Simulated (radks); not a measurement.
Values are calculated unless marked as measured or tabulated.
Au3+, 76 electrons, occupied as [Xe] 4f14 5d8 (the NIST ground configuration).

Level of theory: Dirac Kohn-Sham, LDA (Slater exchange, Perdew-Wang correlation), spin-unpolarised, spherical densities, finite nucleus; open shells are shared between the two j in proportion to 2j + 1; Fermi nuclear charge, rms radius 5.4371 fm (a radial shooting solver on a logarithmic mesh with Libxc functionals).

Energy parts (Ry):
total: -38061.6954
kinetic: 43684.4883
electron-nucleus: -95657.6006
Hartree: 14618.5743
exchange-correlation: -707.1574

Orbitals (lengths in bohr, moments of r in powers of bohr; r(90%) holds 90 % of the orbital's charge):
orbital,occ.,eigenvalue (Ry),r(90%),small-component weight
1s1/2,2,-5922.657,0.0309,8.99e-02
2s1/2,2,-1046.575,0.110,2.06e-02
2p1/2,2,-1004.371,0.0967,2.07e-02
2p3/2,4,-869.6107,0.108,1.84e-02
3s1/2,2,-249.0317,0.270,6.87e-03
3p1/2,2,-229.9284,0.262,6.83e-03
3p3/2,4,-200.1982,0.283,6.16e-03
3d3/2,4,-168.2296,0.257,6.05e-03
3d5/2,6,-161.8336,0.263,5.87e-03
4s1/2,2,-56.10533,0.585,2.33e-03
4p1/2,2,-47.94478,0.595,2.24e-03
4p3/2,4,-40.79635,0.644,1.98e-03
4d3/2,4,-27.38280,0.675,1.78e-03
4d5/2,6,-26.05112,0.692,1.72e-03
4f5/2,6,-8.82716,0.795,1.34e-03
4f7/2,8,-8.54646,0.806,1.31e-03
5s1/2,2,-10.63393,1.32,5.94e-04
5p1/2,2,-7.96029,1.44,5.11e-04
5p3/2,4,-6.71370,1.58,4.33e-04
5d3/2,3.2,-3.08860,2.13,2.59e-04
5d5/2,4.8,-2.95163,2.20,2.43e-04

The highest occupied level is 5d5/2 at -40.159 eV. The density falls to 0.001 e/bohr^3 at r = 3.29 bohr. The electron density at the nucleus is 2.134e+06 e/bohr^3.
